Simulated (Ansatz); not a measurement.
Z-matrix (Å, degrees):
```
Si
N 1 1.7010
H 2 1.0075 1 120.29
H 2 1.0075 3 111.13 1 148.41
H 1 1.4781 2 108.43 3 -168.94
H 1 1.4781 5 113.31 2 -120.42
Cl 1 2.0715 5 105.80 6 -115.46
```
Charge +1, spin multiplicity 2.

The numbers are results of frozen-core CCSD(T)/def2-TZVPP // PBE0-D4/def2-TZVP run with Ansatz (an electronic-structure program), not measurements. The geometry is that of the parent before the electron was removed.

- HF energy: -805.00923 Ha
- MP2 correlation energy: -0.47488 Ha

Q: Estimate the CCSD correlation energy, the (T) correction, the total energy and the T1 diagnostic.

A: 
```
Property                         Value
-----------------------  -------------
CCSD correlation energy    -0.52427 Ha
(T) correction             -0.01948 Ha
CCSD(T) total energy     -805.55299 Ha
T1 diagnostic                    0.026
```
